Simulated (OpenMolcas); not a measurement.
Rh5+: moving or changing the point charges

Rh5+ among 4 point charges of -2.5 e arranged as a tetrahedron (Td), 2.06 Å from the ion.

| Property | Result |
| --- | --- |
| Program | OpenMolcas |
| Method | CASSCF |
| Basis | ANO-RCC-VDZP [6s5p3d1f] |
| Scalar Hamiltonian | DKH2, point nucleus |
| Active space | 4 electrons in 5 orbitals (4d) |
| State averaging | 2S+1 = 5 even, 5 roots; 2S+1 = 3 even, 45 roots; 2S+1 = 1 even, 50 roots |
| Spin-orbit coupling | state interaction with AMFI integrals over the reference wave functions |

Runs around this geometry, states (labels of Td). Energies in cm-1 above the lowest state or level, χT in cm3 K/mol; under a threefold ground state the first gap can be a small split of the lowest multiplet, not the spin-orbit step; 10Dq and B are least-squares fits to the states below 45000 cm-1, weighted by degeneracy, with a free offset, and given where the rms deviation is under 5 % of |10Dq| (or 100 cm-1) and under 700 cm-1; 10Dq is negative for this site.

```tsv
R (Å)	q (e)	Ground state	First state of that spin	10Dq	B (rms of fit)	First gap with spin-orbit (degeneracies)	χT at 300 K	First state of another spin
2.06	-2	5T2	5E 1886	-1955	1039 (25)	631.0 (1, 3)	0.553	3T1 20520
1.9	-2.5	5T2	5E 3325	-3427	1034 (42)	577.3 (1, 3)	0.677	3T1 19476
2.06	-2.5	5T2	5E 2298	-2379	1038 (30)	615.8 (1, 3)	0.586	3T1 20250
2.16	-2.5	5T2	5E 1844	-1910	1039 (25)	632.2 (1, 3)	0.550	3T1 20547
```

Taking |10Dq| as R^-n, n = -ln(1910 / 3427) / ln(2.16 / 1.9) = 4.6 between the shortest and longest distance. The point-charge formula for a cubic d site gives n = 5.

Scaling the charges by -2 / -2.5 = 0.80 scales |10Dq| by 1955 / 2379 = 0.82; with fixed orbitals a first-order splitting would follow the charge.

An orbital triplet at a regular site is open to Jahn-Teller coupling, which can distort the site and quench the lowest spin-orbit gaps and is left out. Without dynamic correlation the repulsion within the d shell is too large (B by tens of per cent), so at a given field states of lower spin stand too high. Point charges give a weaker field than real ligands, and real ions of this kind are as a rule low spin; the high spin found here belongs to the model. The ground term spreads over less than 5000 cm-1, several times less than with real ligands, so orbital moments are less quenched and χT lies further from the spin-only value than at real sites. Point charges carry no covalency, so the field is a model and not that of real ligands. No measured value stands beside these numbers.
